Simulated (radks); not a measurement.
Question: Isoelectronic series with 14 electrons, all held in the configuration [Ne] 3s2 3p2, which need not be the ground one along the series. Calculated with a radial shooting solver on a logarithmic mesh with Libxc functionals: scalar-relativistic Kohn-Sham, PBE, spin-polarised, spherical densities, finite nucleus; open shells are filled with parallel spins first; Fermi nuclear charge, rms radius of each element as measured or else 0.836 A^(1/3) + 0.57 fm. Total energies (hartree) and orbital eigenvalues (eV):

ion,E (hartree),3p up,3s down,3s up
Si,-289.86592,-4.6208,-9.6938,-11.3742
P+,-341.58339,-15.0176,-21.8880,-24.1314
S2+,-397.84204,-29.0063,-37.7244,-40.4746
Cl3+,-458.63625,-46.3496,-56.9444,-60.1713
Ar4+,-523.96729,-66.9372,-79.4339,-83.1183
K5+,-593.84006,-90.7083,-105.1324,-109.2614
Ca6+,-668.26173,-117.6262,-134.0055,-138.5698
Sc7+,-747.24119,-147.6678,-166.0333,-171.0260
Ti8+,-830.78869,-180.8182,-201.2046,-206.6205
V9+,-918.91561,-217.0680,-239.5141,-245.3492
Cr10+,-1011.63422,-256.4113,-280.9605,-287.2116
Mn11+,-1108.95782,-298.8450,-325.5454,-332.2101
Co13+,-1317.47766,-392.9798,-424.1479,-431.6345

Estimate the row of Fe12+.

Answer: E (hartree) -1210.90066; 3p up -344.3677; 3s down -373.2727; 3s up -380.3490.
